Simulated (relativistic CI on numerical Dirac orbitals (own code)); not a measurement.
Sm²⁹⁺: sensitivity of the levels to the model

Base calculation: Dirac-Coulomb-Breit CI, separate exchange-only KLI orbitals for each configuration, a model potential for QED, unscaled Slater integrals.

Configuration list (outside the closed core [Ar] 3d10): 4s2 4p3, 4s 4p4, 4s2 4p2 4d, 4p5, 4s 4p3 4d, 4s2 4p2 4f, 4s 4p3 4f, 4p4 4d, 4s 4p2 4d2, 4s2 4p 4d 4f, 4p4 4f, 4s2 4p 4d2, 4s2 4d3, 4s 4p 4d3, 4s2 4d2 4f, 4s 4p 4d2 4f, 4p3 4d2, 4p2 4d3, 4p2 4d2 4f. Double excitations out of closed p, d and f shells are left out; levels of such configurations are missing from the list, as are those of other unlisted configurations, and high levels can miss mixing partners.

The lowest level and the first level of each name with at least 55 % of one term (blank where a level has no safe partner in the second run):

```json
{"Level": "4s2 4p3 2P°_3/2", "Base (cm⁻¹)": "0", "Shift (cm⁻¹)": "0"}
{"Level": "4s2 4p3 2D°_5/2", "Base (cm⁻¹)": "287842", "Shift (cm⁻¹)": "+384"}
{"Level": "4s2 4p3 2P°_1/2", "Base (cm⁻¹)": "332435", "Shift (cm⁻¹)": "-3868"}
{"Level": "4s 4p4 4P_5/2", "Base (cm⁻¹)": "794238", "Shift (cm⁻¹)": "+11202"}
{"Level": "4s2 4p2 4d 2D_3/2", "Base (cm⁻¹)": "1360829", "Shift (cm⁻¹)": "-5940"}
{"Level": "4s2 4p2 4d 2P_1/2", "Base (cm⁻¹)": "1389708", "Shift (cm⁻¹)": "-9255"}
```

At this charge energies of transitions that change n are usually good to better than 1 %, and those within a shell (Δn = 0) to a few per cent.

Q: One thing was changed in a second run, which moved the levels as shown. Which?
A. QED terms removed
B. valence Slater integrals scaled by 0.9
C. configuration mixing switched off
D. one mean potential for all configurations
E. Breit term removed

A: B. Valence Slater integrals scaled by 0.9. Scaling acts on the splittings between terms and on the mixing, and leaves the fine structure of pure LS terms nearly alone; in jj coupling it moves the levels of one term differently.

LS names give the leading component of a level, which can be under half, so a name can repeat, a term be missing and a line seem to break the LS rules.
